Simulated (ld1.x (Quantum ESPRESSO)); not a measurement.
## Configuration tests for Ga (Z = 31) (TM semilocal)

Ga, norm-conserving Troullier–Martins (semilocal form), made with ld1.x (Quantum ESPRESSO) 7.5 (revPBE, scalar-relativistic). Core [Ar] 3d10, reference 4s2 4p1. Waves: 4p (bound): rc 2.45 bohr; 4s (bound): rc 1.95 bohr. Local part: the s channel. Core correction: none.

Energies are relative to the spin-unpolarised reference configuration 4s2 4p1; without spin polarisation the order of configurations can differ from experiment. The frozen-core shift is the all-electron ΔE with the core orbitals held at their reference shape minus the fully relaxed ΔE.

Q: Give the all-electron excitation energy and the error of the potential for: 4s2 4p0; 4s1 4p0; 4s2 4p0.5; 4s2 4p1.3; 4s0 4p3; 4s1 4p1; 4s1 4p2.

A:

| valence configuration | charge | ΔE all-electron (eV) | error AE − PS (meV) | frozen-core shift (meV) |
| --- | --- | --- | --- | --- |
| 4s2 4p0 | +1 | 5.623 | +3.6 | +13 |
| 4s1 4p0 | +2 | 26.604 | -22 | +211 |
| 4s2 4p0.5 | +0.5 | 2.001 | +0.7 | +2.0 |
| 4s2 4p1.3 | -0.3 | -0.520 | +0.4 | +0.1 |
| 4s0 4p3 | 0 | 13.302 | +75 | +80 |
| 4s1 4p1 | +1 | 12.972 | -10 | +58 |
| 4s1 4p2 | 0 | 6.513 | +15 | +20 |
